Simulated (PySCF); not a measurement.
AgCl, SMILES [Ag][Cl], multiplicity 1. The structure is a stationary point at PBE-D3(BJ)/def2-TZVPD. The spin state was assumed, not searched. The def2 effective core potentials stand for the cores of Ag; spin–orbit coupling is left out.

Q: Give the equilibrium geometry at PBE-D3(BJ)/def2-TZVPD (PySCF confirms it by a frequency run) as bond lengths and angles, and its point group. (An estimate is asked for; the answer gives what the named calculation found.)

A: point group C∞v.
Atoms: Ag1 Cl2. Bonded distances (Å): Ag1–Cl2 2.286.
Charge 0, spin multiplicity 1.
